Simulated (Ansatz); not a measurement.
Basis-set series for `[OH][Ge][Cl]`. The species carries charge 0 and has multiplicity 1. The structure was optimised at the PBE0-D4/def2-TZVP level. It is one conformer, not always the lowest.

```tsv
functional	basis	functions	energy (Eh)	HOMO (eV)	LUMO (eV)
PBE0-D4	def2-TZVPP	135	-2612.66250	-8.09	-2.36
PBE0-D4	def2-QZVPP	246	-2612.72570	-8.14	-2.42
ωB97M-V	def2-TZVPP	135	-2612.99953	-10.23	-0.38
ωB97M-V	def2-QZVPP	246	-2613.06072	-10.30	-0.51
```

(1) Give the rows for def2-SVP. (Best estimate.)

Answers

(1) The calculation gave: 
| functional | basis | functions | energy (Eh) | HOMO (eV) | LUMO (eV) |
| --- | --- | --- | --- | --- | --- |
| PBE0-D4 | def2-SVP | 69 | -2612.14250 | -7.95 | -2.20 |
| ωB97M-V | def2-SVP | 69 | -2612.47986 | -10.05 | -0.17 |

Scalar relativity is left out up to krypton.

Program: Ansatz 0.2.0.
